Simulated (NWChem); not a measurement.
Molecule: THF (C4H8O); SMILES C1CCOC1

```xyz
13

C     -0.7497     0.9712    -0.2229
C      0.7091     1.0016     0.2216
C      1.1619    -0.4097    -0.1373
O      0.0255    -1.2369    -0.0007
C     -1.1435    -0.4570     0.1384
H     -1.3776     1.7266     0.2715
H     -0.8230     1.1311    -1.3110
H      1.3056     1.7815    -0.2735
H      0.7752     1.1661     1.3095
H      1.9672    -0.7834     0.5171
H      1.5374    -0.4504    -1.1790
H     -1.5142    -0.5117     1.1812
H     -1.9344    -0.8643    -0.5134
```
Atoms are numbered in this order, from 1.

Computed with NWChem. Pople sets run with spherical d functions. STO-3G and 3-21G are far too small for this property and stand as cheap habits. Geometry: optimised at PBE0/def2-SVP. Not confirmed as a minimum by frequencies. GIAO values for the isolated, static molecule; σ is the absolute isotropic shielding, δ = σ(reference) − σ with the isolated reference molecule computed at the same levels (13C: tetramethylsilane, 1H: tetramethylsilane, 17O: water).

For level B3LYP/6-31G*:

| Item | Value |
|---|---|
| δ C1 (ppm) | 27.8 |
| δ C3 (ppm) | 65.2 |
| δ O4 (ppm) | 25.4 |
| δ H6 (ppm) | 1.65 |
| δ H7 (ppm) | 1.75 |
| δ H10 (ppm) | 3.88 |
| δ H11 (ppm) | 3.64 |

Problem. Estimate the same quantities for level Hartree-Fock/STO-3G.

Solution. δ C1 (ppm): 31.1
δ C3 (ppm): 56.2
δ O4 (ppm): -20.2
δ H6 (ppm): 1.05
δ H7 (ppm): 1.19
δ H10 (ppm): 2.04
δ H11 (ppm): 1.90
